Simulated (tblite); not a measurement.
A tight-binding relaxation on `[AlH3-][AsH2+]C/C=C\CC=O`.

Computed with GFN2-xTB geometry optimisation, gas phase (tblite 0.8.0). Start geometry: from a force field or distance geometry. The input is one job of a driver script: a line of settings, then coordinates in Å.

Command:
```bash
OMP_NUM_THREADS=1 python probes_run.py task.json out
```

Input:
```
{"job": {"kind": "relax", "xc": "GFN2-xTB", "basis": "xTB"}, "charge": 0, "multiplicity": 1}
O     -3.581000    -0.575500     1.867400
C     -3.687200    -0.032700     0.754800
C     -2.582100    -0.301100    -0.233900
C     -1.619700    -1.182100     0.390700
C     -0.342100    -0.913200     0.610700
C      0.327200     0.336600     0.227600
As     1.776900    -0.169300    -1.031100
Al     3.982800     0.398800    -0.192700
H     -4.523000     0.605500     0.513400
H     -2.209000     0.599500    -0.707600
H     -3.105700    -0.902100    -1.045000
H     -1.975200    -2.171700     0.738000
H      0.270200    -1.681200     1.106400
H     -0.261600     1.076200    -0.302800
H      0.815400     0.849400     1.084400
H      1.694100    -1.718900    -1.236800
H      1.519700     0.496900    -2.432300
H      4.939600     0.727700    -1.424800
H      4.580900    -0.936500     0.478100
H      3.974600     1.620300     0.832300
```

Output:
```
step      E/eV     max force
  0    -659.00014    3.784
  1    -659.29492    4.398
  2    -659.56203    1.726
  3    -659.83170    1.300
  4    -660.10016    1.497
  5    -660.15861    1.021
  6    -660.19439    0.394
  7    -660.22239    0.512
  8    -660.23931    0.308
  9    -660.24731    0.230
... (218 lines left out)
228    -660.50776    0.031
229    -660.50788    0.036
230    -660.50796    0.025
231    -660.50802    0.025
232    -660.50809    0.019
233    -660.50813    0.016
234    -660.50816    0.015
235    -660.50819    0.012
236    -660.50821    0.012
237    -660.50823    0.009
```

«max force» is the largest atomic force in eV/Å.

Task: From which step on does the largest force stay under 0.1 eV/Å, and how much energy is left to gain from there?

Result: From step 189 (0.065 eV/Å), 8.1 meV above the end.

Main results: energy lowered by 34.8 kcal/mol over 237 steps; largest atomic force 0.009 eV/Å at the end.

Task: Give the final coordinates.

Result: 0.756 Å rms from the input after alignment:
```
atom  x, y, z in Å
O1    -2.5862    0.4818    1.8299
C2    -3.0222    0.3258    0.7274
C3    -2.4234   -0.5448   -0.3503
C4    -1.3786   -1.4913    0.1600
C5    -0.1383   -1.1438    0.4802
C6     0.4449    0.2164    0.3475
As7    1.4259    0.4320   -1.3617
Al8    3.6078    0.4863    0.0793
H9    -3.9383    0.8541    0.3916
H10   -1.9964    0.1439   -1.0925
H11   -3.2338   -1.0857   -0.8423
H12   -1.7019   -2.5120    0.3058
H13    0.5445   -1.9027    0.8437
H14   -0.3118    1.0004    0.4214
H15    1.1848    0.3939    1.1409
H16    2.0005   -0.9592   -1.3503
H17    0.3026   -0.0615   -2.2473
H18    4.5787    0.3901   -1.1448
H19    3.4180   -0.7853    0.9835
H20    3.2183    1.8883    0.6750
```

Task: Estimate the wall time. Hardware: one thread of an Arm Neoverse N1, shared host.

Result: About 3.7 s.
Labels such as C1 count atoms from 1, the log's own numbers from 0.
